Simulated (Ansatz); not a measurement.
Al(Cl)(F)(OSiH3) (AlClFH₃OSi), SMILES [F][Al]([O][SiH3])[Cl]. Atoms are numbered in the order given.

```xyz
8

Al    -0.0605     0.5706     0.5561
Cl     1.2752     2.0327    -0.0844
F     -0.9074     0.8442     1.9508
O     -0.2865    -0.8496    -0.2998
Si    -0.5692    -2.2735    -1.0964
H     -1.8683    -2.8557    -0.6548
H      0.5266    -3.2387    -0.7981
H     -0.6206    -2.0256    -2.5650
```
Charge 0, spin multiplicity 1.

The structure is a stationary point at B3LYP-D3(BJ)/def2-SVP. The structure was generated by enumeration; whether it is a known compound was not checked. The values are those of a single conformer.

Two levels are set side by side: PBE-D3(BJ)/def2-SVP (Ansatz, a quantum-chemistry and plane-wave program) and B3LYP-D3(BJ)/def2-SVP (Ansatz). Each level has its own optimised geometry; the coordinates shown are those of the second. Differences are taken from unrounded values.

```tsv
quantity	B3LYP-D3(BJ)
mean bond length (Å)	1.648
bond Al1–Cl2 (Å)	2.081
bond Al1–F3 (Å)	1.654
bond Al1–O4 (Å)	1.673
bond O4–Si5 (Å)	1.656
bond Si5–H6 (Å)	1.490
bond Si5–H7 (Å)	1.490
bond Si5–H8 (Å)	1.490
```

What does PBE-D3(BJ) give, and how far is it from B3LYP-D3(BJ)? (The exact figures need the calculation; the answer reports its results.)


| quantity | PBE-D3(BJ) | PBE-D3(BJ) minus B3LYP-D3(BJ) |
|---|---|---|
| mean bond length (Å) | 1.660 | 0.012 |
| bond Al1–Cl2 (Å) | 2.088 | 0.007 |
| bond Al1–F3 (Å) | 1.667 | 0.012 |
| bond Al1–O4 (Å) | 1.685 | 0.012 |
| bond O4–Si5 (Å) | 1.666 | 0.011 |
| bond Si5–H6 (Å) | 1.504 | 0.014 |
| bond Si5–H7 (Å) | 1.504 | 0.013 |
| bond Si5–H8 (Å) | 1.504 | 0.013 |

GGA bonds tend to be longer and softer than those of functionals with exact exchange. Differences between two approximate levels are no errors against the true value.
